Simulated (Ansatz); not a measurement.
Relaxation of CHIOSi (5 atoms, charge 0, multiplicity 1), to a largest force component of 0.02 eV/Å in at most 50 steps.

Method: RKS PBE/def2-SVP (Ansatz).

```xyz
5
Properties=species:S:1:pos:R:3
O -0.273 -1.711 1.480
C 0.021 -1.000 0.612
Si 0.248 0.750 0.128
I -1.487 1.147 -1.591
H 1.491 0.814 -0.629
```

Q: Where does it end, and by what steps?

A: It converged. After 8 steps the energy has fallen by 0.300 eV; Si3 moved furthest, 0.32 Å.

```
step  energy less start (eV)  largest force component (eV/Å)  accepted
   0                  0.0000                           1.419       yes
   1                 -0.1692                           1.360       yes
   2                 -0.2162                           1.913       yes
   3                 -0.2602                           1.124       yes
   4                 -0.2841                           0.522       yes
   5                 -0.2949                           0.125       yes
   6                 -0.2992                           0.034       yes
   7                 -0.2998                           0.038       yes
   8                 -0.2998                           0.004       yes
```

```xyz
5
Properties=species:S:1:pos:R:3
O -0.275 -1.775 1.206
C -0.001 -0.781 0.686
Si 0.309 1.042 0.234
I -1.540 0.944 -1.525
H 1.506 0.570 -0.600
```

Whether the end is a true minimum wasn't checked by a vibrational analysis.

Time of the run: 26 s on 1 thread of Intel(R) Xeon(R) Platinum 8259CL CPU @ 2.50GHz (Skylake/Cascade Lake), with other jobs on the host, peak memory 0.16 GiB.
